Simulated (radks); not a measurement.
The numbers below are computed, except where a source is named.
Spherical quantum dot in the effective-mass picture: electrons in a well V = -V0 / (1 + exp((r - R)/a)) with V0 = 3.41, R = 9.24, a = 0.5, with a point charge +2 (a donor) at the centre, all in effective atomic units (hartree* = m*/eps^2 hartree, bohr* = eps/m* bohr), one dielectric constant everywhere. Level of theory: non-relativistic Kohn-Sham, exchange-only LDA, spin-polarised, spherical densities (a radial shooting solver with Libxc functionals). Levels are named by radial order and angular momentum (1s, 1p, 1d, 2s, ...), and open shells are averaged over m. Results are scaled to m* = 0.496 and eps = 14.1, for which hartree* = 67.89 meV and bohr* = 1.504 nm. Each electron was tried in the lowest free levels, single moves between levels near the top were tried too, and the lowest total energy was kept; such a search can miss a lower state. The series stops at N = 24: beyond it a trial failed or the search could not be trusted, so later rows were left out. At N = 1 the Hartree and exchange-correlation terms need not cancel, so that row can carry a self-interaction error.

N	open shells	2S	E (meV)	mu = E(N) - E(N-1) (meV)	addition energy mu(N+1) - mu(N) (meV)	e(HOMO) (meV)
1	1s(up 1, down 0)	1	-361.341	-361.34	74.78	-331.91
2	none	0	-647.900	-286.56	62.14	-266.59
3	2s(up 1, down 0)	1	-872.317	-224.42	11.66	-220.02
4	1p(up 1, down 0) 2s(up 1, down 0)	2	-1085.07	-212.75	9.734	-207.89
5	1p(up 2, down 0) 2s(up 1, down 0)	3	-1288.09	-203.02	9.680	-198.16
6	1p(up 3, down 0) 2s(up 1, down 0)	4	-1481.43	-193.34	13.35	-188.54
7	1p(up 3, down 0)	3	-1661.43	-179.99	9.810	-176.45
8	1p(up 3, down 1)	2	-1831.61	-170.18	8.577	-165.95
9	1p(up 3, down 2)	1	-1993.21	-161.60	8.790	-157.23
10	none	0	-2146.03	-152.81	12.83	-148.39
11	1d(up 1, down 0)	1	-2286.01	-139.98	8.671	-135.66
12	1d(up 2, down 0)	2	-2417.32	-131.31	8.698	-126.97
13	1d(up 3, down 0)	3	-2539.94	-122.61	8.705	-118.26
14	1d(up 4, down 0)	4	-2653.85	-113.91	8.700	-109.56
15	1d(up 5, down 0)	5	-2759.06	-105.21	11.74	-100.86
16	1d(up 5, down 1)	4	-2852.53	-93.471	8.372	-89.295
17	1d(up 5, down 2)	3	-2937.63	-85.099	8.418	-80.896
18	1d(up 5, down 3)	2	-3014.31	-76.682	8.441	-72.463
19	1d(up 5, down 4)	1	-3082.55	-68.240	8.452	-64.015
20	none	0	-3142.34	-59.788	13.16	-55.561
21	1f(up 1, down 0)	1	-3188.97	-46.631	8.354	-42.454
22	1f(up 2, down 0)	2	-3227.24	-38.277	8.355	-34.099
23	1f(up 3, down 0)	3	-3257.17	-29.922	8.352	-25.745
24	1f(up 4, down 0)	4	-3278.74	-21.569	-	-17.395

All shells are closed at N = 2, 10, 20 (there: 1s2 1p6 1d10 2s2); the second difference of the energy has clear peaks (12 % above both neighbours; the first and last values, which can be the largest, are not judged, and half-filled shells can peak too) at N = 6, 10, 15, 20.
